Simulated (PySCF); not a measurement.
**EPR parameters of C4H8FO2S**

C4H8FO2S (doublet state).
Geometry (GFN2-xTB, Å), atoms numbered from 1 in this order:
```xyz
16
C4H8FO2S angstrom
C      2.0912    0.2170    0.1616
S      0.9785   -0.4095   -1.1511
O      1.6572   -1.4817   -1.8321
O      0.5451    0.7129   -1.9410
C     -0.5617   -1.1594   -0.2088
C     -1.6911   -0.3211   -0.4006
C     -1.7319    1.0337    0.1988
F     -0.8940    1.1331    1.2885
H      2.8920    0.7489   -0.3357
H      2.4726   -0.6368    0.7044
H      1.5210    0.8815    0.7966
H     -0.6429   -2.1547   -0.6276
H     -0.1662   -1.1693    0.8028
H     -2.3582   -0.4818   -1.2294
H     -2.7368    1.3070    0.5448
H     -1.3826    1.7893   -0.5244
```

The hyperfine couplings belong to this conformer and change with its torsions.

Identity: `CS(=O)(=O)C[CH]CF` [radical].

Method used: UKS B3LYP, pcH-1 on C F H O S, non-relativistic, mean-field spin-orbit, GIAO (PySCF). The structure is a single GFN2-xTB conformer in the gas phase; no vibrational or solvent corrections. Couplings are sensitive to structure, and on GFN2-xTB geometries they can be far from those on DFT ones. The SCF solution wasn't tested for stability.

```json
{"g1, g2, g3": "2.00223, 2.00282, 2.00366", "g_iso": "2.00291", "Form of g": "rhombic: the two nearest values differ by 41 % of g3 − g1", "⟨S²⟩": "0.7564 (exact 0.7500)", "Total energy": "-805.62073 Eh"}
```

Isotropic coupling and dipolar principal values T1 to T3, in MHz:

```
atom  isotope  a_iso  of which spin–orbit     T1     T2     T3  Mulliken spin population
  C1      13C   18.5                  0.0   -3.3   -3.0    6.4                      0.03
  S2      33S  103.4                 -0.2  -13.2  -12.4   25.6                      0.09
  O3      17O   -4.1                 -0.1  -22.5   10.8   11.7                      0.06
  O4      17O    0.2                  0.0   -6.4    2.7    3.7                      0.01
  C5      13C  -27.1                  0.0   -9.1    2.0    7.1                     -0.12
  C6      13C   98.7                 -0.1  -72.5  -71.4  143.9                      0.90
  C7      13C  -33.2                  0.0   -2.7   -0.5    3.2                     -0.06
  F8      19F    1.5                  0.1   -9.2   -7.7   16.9                      0.00
  H9       1H    4.1                  0.0   -2.2   -0.5    2.7                      0.00
 H10       1H   -2.3                  0.0   -2.0   -0.9    2.9                      0.00
 H11       1H   -2.5                  0.0   -2.8    0.2    2.6                      0.00
 H12       1H   12.3                  0.0   -5.0   -2.7    7.7                      0.01
 H13       1H   62.7                  0.0   -5.2   -2.6    7.8                      0.03
 H14       1H  -51.1                  0.0  -33.8   -1.1   34.9                     -0.04
 H15       1H   73.1                  0.0   -4.9   -4.0    8.9                      0.03
 H16       1H  123.8                  0.0   -5.0   -1.9    7.0                      0.05
```

The Mulliken spin populations are largest on C6 (+0.90), C5 (-0.12), S2 (+0.09) and C7 (-0.06). No atom but C6 exceeds +0.15. The angles at C6 add up to 356.6°, so it is nearly planar; its axial dipolar tensor and the negative coupling of its proton fit spin in a p orbital normal to that plane.

Axes: g1 points within 3° of the S2–C5 bond and g2 points within 12° of the C6–C7 bond.

Under fast tumbling the dipolar parts average out, and these isotropic splittings remain: 2 × 1H (H15/H16, I = 1/2, 3 lines) with 3.51 mT, 1 × 1H (H14, I = 1/2, 2 lines) with 1.82 mT, 2 × 1H (H12/H13, I = 1/2, 3 lines) with 1.34 mT and 1 × 19F (F8, I = 1/2, 2 lines) with 0.05 mT.

Nuclei that the bonding pattern makes equivalent are averaged, as if the motion that swaps them (rotation, inversion, ring flip) were fast. The 1H value of +98.4 MHz is a mean of couplings from 73.1 to 123.8 MHz in this one geometry, not an average over conformers. The 1H value of +37.5 MHz is a mean of couplings from 12.3 to 62.7 MHz in this one geometry, not an average over conformers.

The 13C coupling of C6 (98.7 MHz) shows only in satellite lines or after enrichment, since that isotope makes up about 1.07 % of natural carbon.

The 33S coupling of S2 (103.4 MHz) shows only in satellite lines or after enrichment, since that isotope makes up about 0.76 % of natural sulfur.
